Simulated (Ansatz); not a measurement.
Gas-phase electronic energies from Ansatz, PBE0-D4/def2-TZVP geometries. CCSD(T)/CBS is the MP2 limit (def2-TZVPP, def2-QZVPP) plus CCSD(T) − MP2 in def2-TZVPP, frozen cores. One conformer a species, not always the lowest.

Reaction (substitution at a C–S bond): `CSC(O)=S` + `NB(N)O` → `CNB(N)O` + `OC(=S)S`

```csv
species,MP2/def2-QZVPP energy (Eh)
`CSC(O)=S`,-949.08138
`NB(N)O`,-212.43221
`CNB(N)O`,-251.65223
`OC(=S)S`,-909.84809
```

Work out ΔE.

ΔE = (-251.65223) + (-909.84809) − (-949.08138) − (-212.43221) = 0.01327 Eh = +34.8 kJ/mol. CCSD(T)/CBS gives +30.3 kJ/mol.

Largest T1 diagnostic among the species: 0.017.

In def2-TZVPP, CCSD(T) changes the Hartree–Fock value by +8.5 kJ/mol (the triples alone add +2.9 kJ/mol) and MP2 by +14.8 kJ/mol.
